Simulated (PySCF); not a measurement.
PySCF job for CH8Ge2, SMILES [CH3][GeH2][GeH3], C-PCM-ωB97X/def2-SVP. Coordinates come from a PBE-D3(BJ)/def2-SVP optimisation. This is a generated structure with no PubChem entry under its InChIKey; it may be hypothetical.

```python
import numpy as np
from pyscf import gto, scf, dft
from pyscf.solvent import pcm

mol = gto.M(
    atom='''
    C    -1.17414511   -2.06304040    0.00000000
    Ge    0.44536347   -0.93573413   -0.00000000
    Ge   -0.14085814    1.43044284   -0.00000000
    H    -0.89273218   -3.13408922   -0.00000000
    H    -1.78503629   -1.85533347   -0.89960282
    H    -1.78503629   -1.85533346    0.89960282
    H     1.30589568   -1.25370618    1.25652216
    H     1.30589568   -1.25370618   -1.25652215
    H    -0.98554050    1.78382366   -1.25520730
    H    -0.98554051    1.78382365    1.25520730
    H     1.12279431    2.33208494    0.00000001
    ''',
    basis='def2-SVP',
    charge=0,
    spin=0,
    max_memory=1600,
    verbose=3,
)
mf = dft.RKS(mol, xc='wb97x').density_fit(auxbasis='def2-universal-jkfit')
mf.grids.level = 3
mf.conv_tol = 1e-9
mf.max_cycle = 100
mf.kernel()
res = {}
for name, eps in {'water': 78.355, 'diethylether': 4.24, 'methanol': 32.613}.items():
    s = mf.PCM()
    s.with_solvent.method, s.with_solvent.eps, s.with_solvent.lebedev_order = 'C-PCM', eps, 29
    s.kernel(mf.make_rdm1())
    res[name] = (s.e_tot, eps, s.dip_moment(), s.mo_energy, s.converged)
    print(f'{name}: electrostatic solvation free energy {(s.e_tot - mf.e_tot) * 627.509474:.3f} kcal/mol')
```

It prints:

```
converged SCF energy = -4196.44873833034

WARN: PCM is an experimental feature. It is still in testing.
Features and APIs may be changed in the future.

converged SCF energy = -4196.44974326793
Dipole moment(X, Y, Z, Debye): -0.63909, -0.81106, -0.00000
water: electrostatic solvation free energy -0.631 kcal/mol

WARN: PCM is an experimental feature. It is still in testing.
Features and APIs may be changed in the future.

converged SCF energy = -4196.44949886965
Dipole moment(X, Y, Z, Debye): -0.58993, -0.76834, -0.00000
diethylether: electrostatic solvation free energy -0.477 kcal/mol

WARN: PCM is an experimental feature. It is still in testing.
Features and APIs may be changed in the future.

converged SCF energy = -4196.44972319915
Dipole moment(X, Y, Z, Debye): -0.63483, -0.80744, -0.00000
methanol: electrostatic solvation free energy -0.618 kcal/mol
```

The run converged.

Cost: very roughly 2.6 core-minutes.
